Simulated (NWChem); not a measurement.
# C₂H₄BFO₂; SMILES CC1OB(F)O1

```xyz
10

C     -0.5207     2.0256     0.0000
C      0.4470     0.8843     0.0000
O      0.2207    -0.0679     1.0484
B      0.0219    -0.9319     0.0000
F     -0.2682    -2.2071     0.0000
O      0.2207    -0.0679    -1.0484
H     -0.3665     2.6469     0.8938
H     -0.3665     2.6469    -0.8938
H     -1.5519     1.6451     0.0000
H      1.5005     1.2116     0.0000
```
Atoms are numbered in this order, from 1.

Computed with NWChem. All runs use the structure optimised with PBE0/def2-SVP. Level B3LYP/def2-SVP: energy and gradient on several grids; changes count from the extra-fine grid, which is no exact limit either.

**Question.** Which is the coarsest grid (medium; fine; xfine; xcoarse; coarse) from which on the energy stays within 500 μHa and each gradient component within 500 μHa/bohr of xfine?

**Answer.** coarse.
```csv
grid,size of the energy change (μHa),largest change of a gradient component (μHa/bohr),"time, medium = 1 (rough)"
xcoarse,3000,4000,0.5
coarse,< 10,200,about 1
medium,< 10,< 30,about 1
fine,< 10,< 30,about 1
xfine,< 10,< 30,about 1
```
